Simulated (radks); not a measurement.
Trend from Sc2+ to Zn2+: ionisation energy by Delta-SCF between NIST ground configurations, and size. Calculated with a radial shooting solver on a logarithmic mesh with Libxc functionals: Dirac Kohn-Sham, BLYP, spin-unpolarised, spherical densities, finite nucleus; open shells fill j = l - 1/2 first; Fermi nuclear charge, rms radius of each element as measured or else 0.836 A^(1/3) + 0.57 fm.

species  configuration  IE (eV)  NIST (eV)       kind  outermost  <r> outermost (bohr)  r at 0.001 e/bohr^3 (bohr)
Sc2+          [Ar] 3d1   24.889     24.757       exp.      3d3/2                  1.58                        3.12
Ti2+          [Ar] 3d2   26.967     27.492       exp.      3d3/2                  1.44                        3.17
V2+           [Ar] 3d3   28.920     29.311       exp.      3d3/2                  1.33                        3.17
Cr2+          [Ar] 3d4   30.776      30.96       exp.      3d3/2                  1.23                        3.15
Mn2+          [Ar] 3d5   32.427      33.67       exp.      3d5/2                  1.16                        3.11
Fe2+          [Ar] 3d6   34.121      30.65       exp.      3d5/2                  1.09                        3.07
Co2+          [Ar] 3d7   35.758       33.5  semi-emp.      3d5/2                  1.03                        3.03
Ni2+          [Ar] 3d8   37.343      35.19       exp.      3d5/2                 0.975                        2.99
Cu2+          [Ar] 3d9   38.885      36.84       exp.      3d5/2                 0.927                        2.94
Zn2+         [Ar] 3d10   40.386     39.723       exp.      3d5/2                 0.885                        2.90

Reference values: NIST Atomic Spectra Database (exp. = measured, semi-emp. = semi-empirical, theory = theoretical value adopted there). Spin polarisation and multiplet splitting are left out, so open shells lie too high by an amount that depends on their filling.

Beside tabulated values, note that spin-unpolarised runs miss the spin-polarisation part of the exchange energy of open shells.
